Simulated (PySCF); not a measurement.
## Spinor energies of Ne²⁺ (neon, charge +2)

Start: [He] 2s2 2p4; 2p1/2 filled at m_j = -1/2, +1/2; 2p3/2 filled at m_j = +1/2, +3/2. Calculated with PySCF 2.14 in x2c-TZVPall-2c (5s3p2d1f, 31 functions): generalised Hartree-Fock with the X2C-1e Hamiltonian and a Gaussian nucleus; one run each with spin-orbit coupling (SO) switched off, then screened by Boettger's factors.

```tsv
spinor shell	electrons	ε, spin-free (eV)	ε, screened SO (eV)	weight of nominal j (screened SO)	rms radius, screened SO (bohr)
1s1/2	2	-943.39	-943.37	1.000	0.182
2s1/2	2	-92.953	-92.948	1.000	0.905
2p3/2	2	-68.547	-70.387	0.831	0.893
2p1/2	2	-68.547	-66.718	0.672	0.911
```

```
   quantity   spin-free  screened SO
E (hartree)  -126.50956   -126.51106
        M_J           2            2
       ⟨J²⟩       6.004        6.005
       ⟨L²⟩       2.002        2.003
       ⟨S²⟩       2.003        2.002
```

Each row is a mean over spinors that exchange with the open shell spreads, by up to 12.782 eV (2s1/2).

Rows whose weight is well below 1 are mixtures of j = l ± 1/2: exchange outweighs spin-orbit coupling there, and the label is only the starting occupation.

Without spin-orbit coupling the j labels of p, d and f shells carry no meaning; the spin-free column gives the mean over the occupied spinors of each nl shell.
